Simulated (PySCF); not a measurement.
C₃H₇NOSi, SMILES C[C@H]1OC=N[SiH2]1. The structure is a stationary point at PBE-D3(BJ)/def2-SVP. The structure was generated by enumeration; whether it is a known compound was not checked. Other conformers were not sampled.

Question: Give the equilibrium geometry at PBE-D3(BJ)/def2-SVP (PySCF confirms it by a frequency run) as a Z-matrix. (An estimate is asked for; the answer gives what the named calculation found.)

Answer: This is not unique; one that fits is 
```
C
H 1 1.1107
O 1 1.4710 2 105.67
C 3 1.3633 1 112.59 2 -120.07
N 4 1.2819 3 125.90 1 1.96
H 4 1.1096 5 124.28 3 -179.81
C 1 1.5226 2 110.39 3 117.52
H 7 1.1091 1 111.38 2 178.77
H 7 1.1091 8 107.73 1 120.86
H 7 1.1092 8 108.11 9 116.61
Si 5 1.7740 4 106.72 6 -179.85
H 11 1.5024 5 112.89 4 117.17
H 11 1.5037 12 109.25 5 -126.80
```
Charge 0, spin multiplicity 1.
